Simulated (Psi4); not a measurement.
Approach curve of the dimer H2 ··· H2O (SMILES [H][H] and O). Monomers: optimised at B3LYP-D3(BJ) (def2-TZVP), held rigid. Orientation: lowest of the rigid-body minima from ten starts at GFN2-xTB. The monomers approach along the line of their centres of mass (distance R); nothing else relaxes.

- PBE/def2-TZVP, counterpoise-corrected (Psi4)
- PBE-D3(BJ)/def2-TZVP, counterpoise-corrected (Psi4)
- CCSD(T)/aug-cc-pVDZ = DF-CCSD(T)/aug-cc-pVDZ, frozen core, counterpoise-corrected run with Psi4 1.11

Interaction energies in kJ/mol; the last columns give the difference from CCSD(T):

```json
[
 {"R / Å": "2.47", "PBE/def2-TZVP": "2.44", "PBE-D3(BJ)/def2-TZVP": "1.33", "CCSD(T)/aug-cc-pVDZ": "6.59", "PBE/def2-TZVP − CCSD(T)/aug-cc-pVDZ": "-4.15", "PBE-D3(BJ)/def2-TZVP − CCSD(T)/aug-cc-pVDZ": "-5.26"},
 {"R / Å": "2.67", "PBE/def2-TZVP": "-1.67", "PBE-D3(BJ)/def2-TZVP": "-2.66", "CCSD(T)/aug-cc-pVDZ": "1.00", "PBE/def2-TZVP − CCSD(T)/aug-cc-pVDZ": "-2.68", "PBE-D3(BJ)/def2-TZVP − CCSD(T)/aug-cc-pVDZ": "-3.66"},
 {"R / Å": "2.84", "PBE/def2-TZVP": "-2.93", "PBE-D3(BJ)/def2-TZVP": "-3.80", "CCSD(T)/aug-cc-pVDZ": "-1.07", "PBE/def2-TZVP − CCSD(T)/aug-cc-pVDZ": "-1.86", "PBE-D3(BJ)/def2-TZVP − CCSD(T)/aug-cc-pVDZ": "-2.73"},
 {"R / Å": "3.05", "PBE/def2-TZVP": "-3.16", "PBE-D3(BJ)/def2-TZVP": "-3.90", "CCSD(T)/aug-cc-pVDZ": "-1.98", "PBE/def2-TZVP − CCSD(T)/aug-cc-pVDZ": "-1.19", "PBE-D3(BJ)/def2-TZVP − CCSD(T)/aug-cc-pVDZ": "-1.92"},
 {"R / Å": "3.26", "PBE/def2-TZVP": "-2.81", "PBE-D3(BJ)/def2-TZVP": "-3.42", "CCSD(T)/aug-cc-pVDZ": "-2.06", "PBE/def2-TZVP − CCSD(T)/aug-cc-pVDZ": "-0.76", "PBE-D3(BJ)/def2-TZVP − CCSD(T)/aug-cc-pVDZ": "-1.36"},
 {"R / Å": "3.42", "PBE/def2-TZVP": "-2.44", "PBE-D3(BJ)/def2-TZVP": "-2.96", "CCSD(T)/aug-cc-pVDZ": "-1.90", "PBE/def2-TZVP − CCSD(T)/aug-cc-pVDZ": "-0.54", "PBE-D3(BJ)/def2-TZVP − CCSD(T)/aug-cc-pVDZ": "-1.06"},
 {"R / Å": "3.75", "PBE/def2-TZVP": "-1.72", "PBE-D3(BJ)/def2-TZVP": "-2.08", "CCSD(T)/aug-cc-pVDZ": "-1.43", "PBE/def2-TZVP − CCSD(T)/aug-cc-pVDZ": "-0.29", "PBE-D3(BJ)/def2-TZVP − CCSD(T)/aug-cc-pVDZ": "-0.64"},
 {"R / Å": "4.09", "PBE/def2-TZVP": "-1.16", "PBE-D3(BJ)/def2-TZVP": "-1.40", "CCSD(T)/aug-cc-pVDZ": "-1.01", "PBE/def2-TZVP − CCSD(T)/aug-cc-pVDZ": "-0.15", "PBE-D3(BJ)/def2-TZVP − CCSD(T)/aug-cc-pVDZ": "-0.38"},
 {"R / Å": "4.51", "PBE/def2-TZVP": "-0.70", "PBE-D3(BJ)/def2-TZVP": "-0.85", "CCSD(T)/aug-cc-pVDZ": "-0.66", "PBE/def2-TZVP − CCSD(T)/aug-cc-pVDZ": "-0.05", "PBE-D3(BJ)/def2-TZVP − CCSD(T)/aug-cc-pVDZ": "-0.19"},
 {"R / Å": "5.29", "PBE/def2-TZVP": "-0.30", "PBE-D3(BJ)/def2-TZVP": "-0.36", "CCSD(T)/aug-cc-pVDZ": "-0.32", "PBE/def2-TZVP − CCSD(T)/aug-cc-pVDZ": "0.02", "PBE-D3(BJ)/def2-TZVP − CCSD(T)/aug-cc-pVDZ": "-0.04"},
 {"R / Å": "6.25", "PBE/def2-TZVP": "-0.14", "PBE-D3(BJ)/def2-TZVP": "-0.16", "CCSD(T)/aug-cc-pVDZ": "-0.15", "PBE/def2-TZVP − CCSD(T)/aug-cc-pVDZ": "0.01", "PBE-D3(BJ)/def2-TZVP − CCSD(T)/aug-cc-pVDZ": "-0.01"},
 {"R / Å": "7.58", "PBE/def2-TZVP": "-0.06", "PBE-D3(BJ)/def2-TZVP": "-0.07", "CCSD(T)/aug-cc-pVDZ": "-0.06", "PBE/def2-TZVP − CCSD(T)/aug-cc-pVDZ": "0.00", "PBE-D3(BJ)/def2-TZVP − CCSD(T)/aug-cc-pVDZ": "-0.01"}
]
```

PBE/def2-TZVP is furthest from CCSD(T)/aug-cc-pVDZ at 2.47 (-4.15 kJ/mol, below); its mean absolute difference over the points is 0.97 kJ/mol.

PBE-D3(BJ)/def2-TZVP is furthest from CCSD(T)/aug-cc-pVDZ at 2.47 (-5.26 kJ/mol, below); its mean absolute difference over the points is 1.44 kJ/mol.
